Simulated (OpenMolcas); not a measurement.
Os+: effect of the active space

```json
{"Program": "OpenMolcas", "Method": "MS-CASPT2 or its RAS form, IPEA 0.25 Eh, imaginary shift 0.1 Eh", "Basis": "ANO-RCC-VDZP", "Scalar Hamiltonian": "DKH2, point nucleus", "Spin-orbit coupling": "RASSI with atomic mean-field integrals over the reference wave functions, term energies averaged over their components"}
```

A. 7 electrons in 6 orbitals (5d 6s); 2S+1 = 6 even, 6 roots; 2S+1 = 4 even, 74 roots (69 in the spin-orbit step); 2S+1 = 2 even, 98 roots; closed shells correlated: 5s 5p; CASPT2 step of the order of 40 core-seconds
B. 7 electrons in 9 orbitals (RAS2 5d 6s; RAS3 6p, at most 2 electrons); 2S+1 = 6 even, 6 roots; 2S+1 = 4 even, 84 roots kept (CI in the orbitals of an earlier block); 2S+1 = 2 even, 90 roots kept (CI in the orbitals of an earlier block); 2S+1 = 6 odd, 15 roots; 2S+1 = 8 odd, 3 roots kept (CI in the orbitals of an earlier block); 2S+1 = 4 odd, 7 roots kept (CI in the orbitals of an earlier block); closed shells correlated: 5s 5p; CASPT2 step of the order of 2.1 core-minutes

Energies in cm-1 above 5d6 6s 6D 9/2, the measured ground level; measured values from NIST Handbook of Basic Atomic Spectroscopic Data.

| Level | A | B | Measured |
| --- | --- | --- | --- |
| 5d6 6s 6D 9/2 | 0.0 | 0.0 | 0.0 |
| 5d6 6s 6D 7/2 | 3890 | 4010 | 3593 |
| 5d6 6s 6D 5/2 [55 %] | 4450 | 4210 | 3929 |
| 5d6 6s 6D 3/2 [75 %] | 6270 | 6180 | 5592 |
| 5d6 6s 6D 1/2 | 7470 | 7270 | 6637 |
| 5d5 6s2 6S 5/2 [67 %] | 7570 | 7330 | 7892 |
| 5d7 4F 9/2 | 8730 | 10410 |  |
| 5d7 4F 5/2 [63 %] | 15550 | 16070 |  |
| 5d6 6s 4P 1/2(1) [70 %] | 17380 | 19150 |  |
| 5d6 6s 4D 5/2(1) [66 %] | 19880 | 21090 |  |
| 5d6 6s 4G 11/2 [53 %] | 19930 | 20280 |  |
| 5d6 6s 4H 13/2 | 20950 | 21430 |  |
| 5d6 6s 4D 1/2(1) [56 %] | 21230 | 21510 |  |
| 5d7 2G 9/2 [55 %] | 22880 | 24650 |  |
| 5d6 6s 4D 5/2(2) [54 %] | 28480 | 28460 |  |

Deviations, from unrounded energies. A percentage is the sum of absolute deviations over the sum of measured energies, with the sign that they share, or ± where signs differ.

| Against measurement | Levels | A | B |
| --- | --- | --- | --- |
| mean absolute deviation (cm-1) | 5 | 530 | 500 |
| fine structure of the ground term (%) | 4 | +11.8 | +9.7 |
| other configurations (%) | 1 | -4.0 | -7.1 |

B lies closest to measurement on these levels. The largest miss of B in the table is 5d6 6s 6D 1/2, by +630 cm-1. The ranking rests on the paired levels alone, and a cruder setting can come out closer through cancelling errors.

The spin-orbit steps hold different terms of 5d6 6s (A lacks a 4P), which shifts levels as well.

The two smallest mean deviations differ by little beside CASPT2's spread within terms, so their order carries little weight.

Between A and B the level of the table that moves most is 5d7 2G 9/2 [55 %], by 1800 cm-1 (lowest in A, highest in B). Moves below CASPT2's spread within the term are not significant.

CASPT2 does not keep the components of a term degenerate, so their means are used; among the terms shown or strongly mixed into the levels shown the widest spread is 380 cm-1 (5d7 4F, A). Configurations are named by rounded mean occupations; where the s occupation lies near a half they are strongly mixed, a name can repeat and a true partner stay unpaired. A single d shell beside an s shell can misplace configurations of different d count against each other. Blocks of more than 70 roots (2S+1 = 2 even) ran without multistate coupling (holds for A). Some high roots are left out of the spin-orbit mixing, which shifts the levels that they would mix with (holds for A). The CASPT2 spread within a term exceeds the gap to the next term for 5d6 6s 4P(1) and 5d7 4F, so the order of their levels is uncertain, and so are names and mixing where such terms share a J (holds for A). Blocks of more than 70 roots (2S+1 = 4 even, 2 even) ran without multistate coupling (holds for B). Terms from blocks run as CI alone lack orbitals of their own (holds for B). Computed and measured levels are paired by configuration, term and J; levels that our copy of the source lacks, or whose pairing is in doubt (as where it misses far off the trend of its configuration), stay unpaired and out of the deviations. Only configurations of the active space appear. Levels that lie high or do not pair safely by name in every column are left out.

A share in square brackets marks a mixed level and gives the weight of the term that names it, the lowest over the columns. A number in round brackets counts repeated terms of one configuration in the order of the reference energies.
